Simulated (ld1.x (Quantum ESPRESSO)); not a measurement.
# bromine, TM: configuration errors across variants

```json
{"Element": "Br", "Generator": "ld1.x (Quantum ESPRESSO) 7.5", "Type": "norm-conserving Troullier–Martins (Kleinman–Bylander form)", "Functional": "PBE", "Relativity": "scalar-relativistic", "Frozen core": "[Ar] 3d10", "Valence charge": "7", "Reference configuration": "4s1.5 4p5.5", "Partial waves": "4p (bound): rc 1.15 bohr; 4d channel at 0.35 Ry: rc 0.95 bohr; 4s (bound): rc 1.25 bohr", "Local potential": "the s channel", "Core correction": "a·sin(br)/r model core, default radius (core density twice the valence density)"}
```

All-electron excitation energies from the reference (eV): (1) 4s2 4p5 -6.162; (2) 4s2 4p4 6.392; (3) 4s2 4p3 29.153; (4) 4s2 4p1 109.160; (5) 4s2 4p4.5 -1.087; (6) 4s2 4p2 63.135; (7) 4s2 4p5.3 -8.125.

The default core radius of the base comes out at 1.07 bohr.

5 further variants failed, have other tests or another functional or relativity, and are left out.

A true bound ghost makes a file unfit for plane-wave use even where its test errors are small: the radial tests pick states by their node count and pass the ghost by.

Errors AE − PS in meV (a dash: test not solved or not reliable):

```csv
change,(1),(2),(3),(4),(5),(6),(7),bound ghosts
base,-0.7,-4.7,-33,-155,-0.3,-88,-2.5,p
core correction a·sin(br)/r model core inside 0.80 bohr,-0.8,-5.4,-36,-167,-0.6,-95,-2.6,p
wave 4s (bound): rc 1.25 bohr becomes 4s (bound): rc 0.84 bohr,–,+18,+64,+415,+11,+181,+11,p
local potential the p channel,+0.6,+1.1,+8.4,-33,0.0,+11,+1.6,s
wave 4d channel at 0.35 Ry: rc 0.95 bohr becomes 4d channel at 0.35 Ry: rc 0.66 bohr,-0.7,-4.7,-33,-155,-0.3,-88,-2.5,"p, d"
wave 4d channel at 0.35 Ry: rc 0.95 bohr becomes 4d channel at 0.35 Ry: rc 0.62 bohr,-0.7,-4.7,-33,-155,-0.3,-88,-2.5,"p, d"
```

(1) Give the same row for: all radii but the core radius scaled by about 1.20 (s 1.50, p 1.38, d 1.14 bohr).

Results:

(1) -0.7, -2.7, -14, -86, -1.0, -40, -0.9; bound ghosts: p, d.
